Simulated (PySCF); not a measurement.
# Field gradients at the hydrogen positions

Species: C6H10FN3.
Z-matrix (Å and degrees, GFN2-xTB geometry), rows numbered from 1:
```
C 
C   1  1.5230
C   2  1.5307  1  111.73
N   3  1.4340  2  110.90  1   -67.04
N   4  1.3091  3  122.68  2   104.85
C   5  1.3303  4  105.86  3  -178.27
C   6  1.4829  5  124.81  4  -179.84
C   6  1.4024  5  105.77  4     0.08
F   8  1.3281  6  127.65  5  -179.79
N   4  1.3118  3  122.27  2   -73.15
H   1  1.0877  2  110.58  3   -61.06
H   1  1.0872  2  110.74  3    58.82
H   1  1.0869  2  110.38  3   178.82
H   2  1.0908  1  109.83  3   120.44
H   2  1.0915  1  110.10  3  -120.50
H   3  1.0926  2  110.10  1   173.35
H   3  1.0914  2  110.84  1    51.26
H   7  1.0884  6  110.14  5    57.61
H   7  1.0887  6  110.14  5   -61.39
H   7  1.0871  6  109.69  5   178.19
```

Level: PBE0/pcSseg-1 (PySCF, non-relativistic); Q(2H) = 0.00286 b; rigid geometry, the same for H and D, with no vibrational averaging.

Task: Rank these positions by the coupling χzz of a deuteron there, largest first.
A. H14 (methylene hydrogen)
B. H17 (methylene hydrogen)
C. H11 (methyl hydrogen)

Result: C (211 kHz), A (205 kHz), B (198 kHz).

Task: Tabulate Vzz, the asymmetry η and χzz = 234.96 MHz × Q × Vzz for every hydrogen position.

Result: 
```
atom  bonded to  bond length (Å)  Vzz (au)     η  χzz (kHz)
 H11         C1            1.088    0.3143  0.03        211
 H12         C1            1.087    0.3129  0.03        210
 H13         C1            1.087    0.3172  0.02        213
 H14         C2            1.091    0.3057  0.03        205
 H15         C2            1.091    0.2999  0.02        202
 H16         C3            1.093    0.2944  0.07        198
 H17         C3            1.091    0.2940  0.06        198
 H18         C7            1.088    0.3116  0.02        209
 H19         C7            1.089    0.3113  0.02        209
 H20         C7            1.087    0.3113  0.04        209
```

Task: A static deuteron (I = 1) shows a doublet split by (3/2)χ, (3/4)χ(1 + η) and (3/4)χ(1 − η) with the field along z, y and x of the gradient. What are these for H14?

Result: With |χ| = 205.4 kHz and η = 0.030: 308, 159 and 149 kHz, to first order and without motion.

Geometry: GFN2-xTB, one conformer, isolated molecule. GFN2-xTB frequencies show an imaginary mode (29i cm⁻¹), so this geometry is no minimum at that level. GFN2-xTB bond lengths can be off by several hundredths of an ångström, more for odd bonds, and the gradients follow them. These gradients aren't converged with respect to the basis.
